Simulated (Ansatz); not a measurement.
Ideal-gas functions of `[OH][Sn]([OH])([OH])[OH]` at 500 K and 1 bar, from an Ansatz frequency run at PBE0-D4/def2-TZVP.

Molar mass 186.74 g/mol, point group S4 (symmetry number 2), electronic degeneracy 1, moments of inertia 169.3, 169.32, 193.722 u Å². Harmonic wavenumbers (cm⁻¹, unscaled): 107, 133, 174, 174, 176, 187, 228, 228, 271, 632, 646, 659, 659, 853, 872, 873, 873, 3879, 3879, 3880, 3882.

Use S(trans) = R[1.5 ln M + 2.5 ln T − 1.1517]; rotational temperatures θ = 24.2544 K / I; S(rot) = R[ln(√π/σ · √(T³/θAθBθC)) + 1.5]; for each mode x = 1.438777 ν̃/T, S = R[x/(eˣ − 1) − ln(1 − e⁻ˣ)] and H = RT x/(eˣ − 1); 1 cm⁻¹ = 0.0119627 kJ/mol; R = 8.31446 J/(mol·K).

Task: By hand: the entropy, in J/(mol·K).

Result: Translation 184.8. Rotation: θ = 0.1433, 0.1432, 0.1252 K, giving 113.8. Vibration, mode by mode: 18.14, 16.35, 14.15, 14.15, 14.06, 13.57, 11.97, 11.97, 10.59, 4.40, 4.26, 4.14, 4.14, 2.66, 2.55, 2.55, 2.55, 0.00, 0.00, 0.00, 0.00, in all 152.2. Electronic 0.0. Sum 450.8 J/(mol·K).

Task: By hand: H − E and G − E in kJ/mol, counted from the electronic energy.

Result: Zero-point energy ½ × 23265 × 0.0119627 = 139.2; thermal vibration 37.7; translation, rotation and pV give 4 RT = 16.6. H − E = 193.5 kJ/mol, and G − E = 193.5 − 500 × 450.8/1000 = -31.9 kJ/mol.

Vibration gives 34 % of the entropy, 34.5 J/(mol·K) of it from the modes under 150 cm⁻¹: soft modes count most, and the harmonic formula is weakest for them. The sum counts one conformer and one mirror image; others add a mixing term.
